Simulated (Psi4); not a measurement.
Pair of molecules, SMILES C=C with SMILES C[SiH3] (the first has 6 atoms); geometry from B3LYP-D3(BJ)/def2-TZVP, rigid monomers moved along the line of their centres of mass till H3···Si8 is 3.83 Å.
(charge 0, multiplicity 1):
```xyz
14

C      0.4907    -0.0153     0.0182
C     -0.8089     0.2180     0.1247
H      1.2180     0.5442     0.5933
H      0.8806    -0.7758    -0.6477
H     -1.5376    -0.3411    -0.4499
H     -1.1958     0.9785     0.7919
C     -0.7248    -1.0426     4.2706
Si     0.5687     0.3103     4.3615
H     -1.6789    -0.6963     4.6722
H     -0.4134    -1.9162     4.8464
H     -0.8801    -1.3507     3.2361
H      0.1378     1.5078     3.5990
H      1.8606    -0.1539     3.8001
H      0.7979     0.7218     5.7689
```

Level of theory: SAPT0/jun-cc-pV(D+d)Z run with Psi4.

Problem. Which attractive term is largest, and how does the interaction split up?

Solution. electrostatics -0.61, exchange 0.67, induction -0.08, dispersion -0.90, total -0.93 kcal/mol; the largest attraction is dispersion.
